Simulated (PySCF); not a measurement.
This PySCF input (PBE0/def2-SVP) gives -396.02895 Eh with 37 basis functions.

```python
import numpy as np, basis_set_exchange as bse
from pyscf import gto, scf, dft, df

basis = {'H': gto.basis.parse(bse.get_basis('def2-SVP', elements=['H'], fmt='nwchem')), 'N': gto.basis.parse(bse.get_basis('def2-SVP', elements=['N'], fmt='nwchem')), 'P': gto.basis.parse(bse.get_basis('def2-SVP', elements=['P'], fmt='nwchem'))}
mol = gto.M(
    atom='''
    N    -0.00000000   -0.00000000   -0.90472069
    P     0.00000000    0.00000000    0.55016401
    H    -0.00000000   -0.00000000   -1.91941528
    ''',
    basis=basis,
    charge=1,
    verbose=4,
    max_memory=2160,
)
mf = dft.RKS(mol, xc='pbe0')
mf.grids.level = 3
mf = mf.density_fit(auxbasis=df.autoaux(mol))
mf.conv_tol = 1e-9
mf.max_cycle = 100
print('smallest overlap eigenvalue', np.linalg.eigvalsh(mol.intor('int1e_ovlp'))[0])
mf.kernel()
dip = mf.dip_moment()
```

Change:
```diff
- basis = {'H': gto.basis.parse(bse.get_basis('def2-SVP', elements=['H'], fmt='nwchem')), 'N': gto.basis.parse(bse.get_basis('def2-SVP', elements=['N'], fmt='nwchem')), 'P': gto.basis.parse(bse.get_basis('def2-SVP', elements=['P'], fmt='nwchem'))}
+ basis = {'H': gto.basis.parse(bse.get_basis('6-311++G(3df,3pd)', elements=['H'], fmt='nwchem')), 'N': gto.basis.parse(bse.get_basis('6-311++G(3df,3pd)', elements=['N'], fmt='nwchem')), 'P': gto.basis.parse(bse.get_basis('6-311++G(3df,3pd)', elements=['P'], fmt='nwchem'))}
```

### Question
What does the run give now?

### Answer
-396.21389 Eh (PBE0/6-311++G(3df,3pd), 104 functions), a change of -184.94 mEh.
